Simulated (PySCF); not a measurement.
Mg(OH)(SH) (H2MgOS), SMILES [OH][Mg][SH].

Geometry optimised at ωB97X-D3(BJ)/def2-TZVP. One conformer was computed; it need not be the lowest.

Level of theory: IEF-PCM-B3LYP/def2-SVP (PySCF 2.14.0).

The values are the electrostatic part of the solvation free energy, E(continuum) − E(gas) at the gas-phase geometry, in a cavity of scaled van der Waals radii (PySCF's table); cavitation and dispersion terms are not included. A continuum can't describe solvent molecules that bind to the metal. In vacuum the orbital gap is 5.33 eV. The dipole moment in vacuum is 1.57 D.

| solvent | ε | ΔG(elec) (kcal/mol) | dipole (D) | gap (eV) |
|---|---|---|---|---|
| water | 78.36 | -12.3 | 2.33 | 5.78 |
| chlorobenzene | 5.70 | -9.2 | 2.13 | 5.67 |
| N,N-dimethylformamide | 37.22 | -12.0 | 2.31 | 5.76 |
